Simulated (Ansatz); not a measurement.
Coupled-cluster diagnostics for SiFCl3 (SiCl3F), Ansatz.

Geometry of the singlet (PBE-D4/def2-SVP):

```xyz
5

Si    0.024    0.030    0.049
F     0.650    0.811    1.322
Cl   -1.064   -1.556    0.738
Cl    1.563   -0.614   -1.131
Cl   -1.173    1.328   -0.978
```

Correlated methods freeze 21 core orbitals.

Q: Estimate the CCSD(T) correlation energy, the shares of MP2 and (T), T1 and the reference's ⟨S²⟩ for: charge 0, singlet, own geometry in def2-TZVPP; and the rough time on 4 threads of Arm Neoverse V2 on a shared host.

A: 
```json
{"state": "charge 0, singlet, own geometry", "basis": "def2-TZVPP", "correlation (eV)": "-27.437", "MP2 share (%)": "91.7", "(T) share (%)": "3.9", "T1": "0.010", "⟨S²⟩ (pure)": "0.00 (0.00)", "wall time": "50 s"}
```
Customary marks for T1 are 0.02 (closed shells), 0.045 (open shells) and about 0.05 (3d metals). T1 stays under 0.02 throughout.
